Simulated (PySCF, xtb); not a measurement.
CH5F2NOSi, SMILES NC[Si](O)(F)F.

GFN2-xTB run with xtb at its own geometry gives an orbital gap of 6.03 eV and a dipole moment of 2.08 D.

Geometry: PBE0-D3(BJ)/def2-SVP. This is a generated structure with no PubChem entry under its InChIKey; it may be hypothetical. Other conformers were not sampled.

Q: What does PBE/def2-TZVP run with PySCF give? (An estimate is asked for; the answer gives what the named calculation found.)

A: gap 5.08 eV (levels -5.56 and -0.48 eV), dipole 1.34 D.
